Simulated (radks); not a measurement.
Q: These are the eigenvalues of the occupied orbitals of an atom or ion with whole-number occupations (hartree). Calculated with a radial shooting solver on a logarithmic mesh with Libxc functionals: scalar-relativistic Kohn-Sham, PBE, spin-polarised, spherical densities, point nucleus.

1s up: -747.8035
1s down: -747.0977
2s up: -169.0577
2s down: -167.7853
2p up: -162.0001
6d up: -16.18614

Which element is it, and in what charge state? The configuration may be excited. Open shells, if any, are filled with parallel spins first.

A: Z = 40, zirconium, charge +33: Zr33+ in [He] 2s2 2p2 6d1. The list shows which subshells hold electrons but not how many an open one holds; the 1s level, -747.8 hartree, gives Z - s = 38.7 by -(Z - s)^2/2, which with screening and relativity narrows Z to a few neighbours, and the depths of the outer levels then fix element, charge and occupations together.
